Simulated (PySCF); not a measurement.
Screening by computed properties: pick the candidate that meets the target.

Each SMILES stands for a single optimised conformer of the isolated species, non-relativistic unless stated. Electronic properties by PySCF.

Dipoles, sizes and rotational constants follow the conformer. The torsions of the flexible species, by atom-mapped SMILES:
- `[F:1]/[C:2](=[CH:3]/[SiH2:4][O:5][SiH3:6])[SiH2:7][CH2:8][SiH3:9]`: C2–C3–Si4–O5 -14°, C3–Si4–O5–Si6 180°, F1–C2–Si7–C8 -103°, C2–Si7–C8–Si9 -178°
- `[Cl:1][CH:2]([Cl:3])[CH2:4][CH2:5][SiH2:6][CH:7]([Cl:8])[Cl:9]`: Cl1–C2–C4–C5 174°, C2–C4–C5–Si6 175°, C4–C5–Si6–C7 53°, C5–Si6–C7–Cl8 174°
- `[CH:1]#[C:2][SiH2:3][O:4][SiH:5]([O:6][CH3:7])[O:8][CH3:9]`: C2–Si3–O4–Si5 -72°, Si3–O4–Si5–O6 -80°, O4–Si5–O6–C7 178°, O4–Si5–O8–C9 51°
- `[O:1]=[CH:2][C@@H:3]1[CH2:4][C@:5]1([Cl:6])[CH2:7][O:8][SiH3:9]`: O1–C2–C3–C4 19°, C4–C5–C7–O8 -142°, C5–C7–O8–Si9 153°
- `[O:1]=[CH:2][SiH2:3]/[C:4]([F:5])=[CH:6]\[SiH2:7][O:8][SiH3:9]`: O1–C2–Si3–C4 115°, C2–Si3–C4–F5 113°, C4–C6–Si7–O8 -1°, C6–Si7–O8–Si9 172°

The conformers of `C=C[Si@@](O)(C=O)[SiH2]OC` aren't listed.

(1) Wanted: dipole moment above 1.3 D (PBE0/pcSseg-1) and smallest rotational constant above 0.5 GHz (GFN2-xTB), at GFN2-xTB geometries. Which candidate meets both?
A. `C#C[SiH2]O[SiH](OC)OC`
B. `F/C(=C/[SiH2]O[SiH3])[SiH2]C[SiH3]`
C. `ClC(Cl)CC[SiH2]C(Cl)Cl`
D. `[C@H]1(C=O)[C@](C1)(CO[SiH3])Cl`

(2) Wanted: HOMO–LUMO gap between 6 eV and 7.4 eV (PBE0/pcSseg-1) and HOMO energy below -7 eV (PBE0/pcSseg-1), at GFN2-xTB geometries. Which candidate meets both?
A. `F/C(=C/[SiH2]O[SiH3])[SiH2]C[SiH3]`
B. `C=C[Si@@](O)(C=O)[SiH2]OC`
C. `O=C[SiH2]/C(F)=C\[SiH2]O[SiH3]`
D. `ClC(Cl)CC[SiH2]C(Cl)Cl`

Answers

(1) A. Computed values:
| species | dipole moment | smallest rotational constant |
| --- | --- | --- |
| ClC(Cl)CC[SiH2]C(Cl)Cl | 0.84 D | 0.246 GHz |
| [C@H]1(C=O)[C@](C1)(CO[SiH3])Cl | 1.06 D | 0.639 GHz |
| C#C[SiH2]O[SiH](OC)OC | 1.63 D | 0.553 GHz |
| F/C(=C/[SiH2]O[SiH3])[SiH2]C[SiH3] | 1.80 D | 0.381 GHz |

(2) A. Computed values:
```csv
species,HOMO–LUMO gap,HOMO energy
C=C[Si@@](O)(C=O)[SiH2]OC,5.17 eV,-6.76 eV
O=C[SiH2]/C(F)=C\[SiH2]O[SiH3],5.42 eV,-7.23 eV
F/C(=C/[SiH2]O[SiH3])[SiH2]C[SiH3],6.84 eV,-7.62 eV
ClC(Cl)CC[SiH2]C(Cl)Cl,7.89 eV,-8.29 eV
```
